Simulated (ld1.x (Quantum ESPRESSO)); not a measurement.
Ti: one change to an ultrasoft potential, before and after

```
Element                 : titanium
Generator               : ld1.x (Quantum ESPRESSO) 7.5
Type                    : ultrasoft
Functional              : PBE
Relativity              : scalar-relativistic
Frozen core             : [Ne] 3s2
Valence charge          : 10
Reference configuration : 3p6 3d2 4s1.75 4p0.25
Partial waves           : 4s (bound): rcut 2.50, rcutus 2.75 bohr; 4s channel at 0.1 Ry: rcut 2.50, rcutus 2.75 bohr; 3p (bound): rcut 1.50, rcutus 1.60 bohr; 4p (bound): rcut 1.50, rcutus 1.60 bohr; 3d (bound): rcut 1.30, rcutus 1.40 bohr; 3d channel at 0.95 Ry: rcut 1.30, rcutus 1.40 bohr
Local potential         : all-electron potential smoothed inside 2.70 bohr (lloc = -1)
Core correction         : Bessel-smoothed model core inside 1.40 bohr
Augmentation charge     : PSQ, inside the norm-conserving radii
```

All-electron outer shells of the reference configuration (PBE, scalar-relativistic, ld1.x):

| shell | level (eV) | outermost node (bohr) | outermost maximum (bohr) |
| --- | --- | --- | --- |
| 2p | -444.60 | – | 0.22 |
| 3s | -62.98 | 0.40 | 0.87 |
| 3p | -39.21 | 0.37 | 0.90 |
| 4s | -4.67 | 1.24 | 2.92 |
| 3d | -4.58 | – | 0.98 |
| 4p | -1.63 | 1.39 | 3.80 |

Change: waves 3d (bound): rcut 1.02, rcutus 1.08 bohr; 3d channel at 0.95 Ry: rcut 1.02, rcutus 1.08 bohr.

Cutoffs: the cutoffs (Ry, on a coarse ladder) from which the occupation-weighted sum of valence levels, in a spherical-Bessel basis at the reference potential, stays within 10 and 1 mRy of its value at 400 Ry; they do not see the model core or the augmentation charge, which bear on the density cutoff. Errors are all-electron minus pseudo energies relative to the spin-unpolarised reference configuration.

Task: What does the change do?

Result: The potential gets harder (50 Ry and 80 Ry → 80 Ry and 120 Ry); of the 7 tests that both files solve, the error grows in 0 and shrinks in 2 by more than 15 % and 0.3 meV (median size 5.2 → 5.1 meV); neither file shows a bound ghost. A smaller radius makes the pseudo-wave follow the all-electron one further in, where it bends more sharply, so more plane waves are needed.

```tsv
quantity	base	changed
cutoff, loose	50 Ry	80 Ry
cutoff, tight	80 Ry	120 Ry
loose cutoff by channel (10 mRy a level)	s 6 Ry, p 25 Ry, d 45 Ry	s 6 Ry, p 25 Ry, d 70 Ry
bound ghosts	none	none
error for 3p6 3d2 4s2 4p0, meV [ΔE -0.75 eV]	-0.1	0.0
error for 3p6 3d2 4s1 4p0, meV [ΔE 6.59 eV]	-1.6	-1.4
error for 3p6 3d2 4s0 4p0, meV [ΔE 20.16 eV]	-13	-12
error for 3p6 3d2 4s0 4p2, meV [ΔE 5.53 eV]	-5.2	-5.1
error for 3p6 3d2 4s1.5 4p0, meV [ΔE 2.18 eV]	-0.3	-0.2
error for 3p6 3d2.5 4s1.5 4p0, meV [ΔE -0.40 eV]	-13	-11
error for 3p6 3d1 4s2 4p1, meV [ΔE 3.92 eV]	-139	-116
s: phases at 3.01 bohr within 0.05 rad from the reference energy up to (Ry; the scan ends near 5)	n/a	n/a
p: phases at 3.01 bohr within 0.05 rad from the reference energy up to (Ry; the scan ends near 5)	4.1	4.1
d: phases at 3.01 bohr within 0.05 rad from the reference energy up to (Ry; the scan ends near 5)	to the end of the scan	to the end of the scan
lowest overlap eigenvalue by channel	s 0.43, p 0.34, d 0.99	s 0.43, p 0.34, d 1.00
```
